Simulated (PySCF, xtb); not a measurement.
C4H4F2O2, SMILES FC(=C1COCO1)F.

GFN2-xTB run with xtb at its own geometry gives an orbital gap of 4.83 eV and a dipole moment of 2.84 D.

Geometry: B3LYP-D3(BJ)/def2-SVP. The structure was generated by enumeration, and PubChem lists no compound with its InChIKey, so it may never have been made. One conformer was computed; it need not be the lowest.

Q: What does PBE/def2-TZVP (PySCF) give? (An estimate is asked for; the answer gives what the named calculation found.)

A: gap 5.06 eV (levels -5.21 and -0.15 eV), dipole 1.67 D.
